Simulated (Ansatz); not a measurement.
Program: Ansatz. Geometries: PBE0-D4/def2-TZVP. ΔE: electronic, gas phase. CCSD(T)/CBS adds triple-zeta CCSD(T) − MP2 to the extrapolated MP2 energy (def2 sets, frozen cores). Functionals use def2-TZVPP. For Ge outer-core shells are correlated without core-valence functions, which leaves a few kJ/mol of doubt a bond. Scalar relativity is left out up to krypton. Each species was taken in one conformer, which may not be the lowest.

Reaction (redistribution): `NB1O[SiH2]1` + `S[SiH2][GeH3]` → `[GeH3][B]1O[SiH2]1` + `N[SiH2]S`

| level | ΔE (kJ/mol) |
| --- | --- |
| r2SCAN-D4 | 74.9 |
| ωB97X-V | 71.7 |
| ωB97M-V | 71.1 |
| MP2/def2-QZVPP | 64.9 |

**Question.** What does CCSD(T)/CBS give? (Estimate.)

**Answer.** Ansatz gave: +64.7 kJ/mol. The listed levels differ from it by 10.2, 7.0, 6.4, 0.2 kJ/mol.

Largest T1 diagnostic among the species: 0.015.

In def2-TZVPP, CCSD(T) changes the Hartree–Fock value by −4.0 kJ/mol (the triples alone add −0.8 kJ/mol) and MP2 by −4.1 kJ/mol.
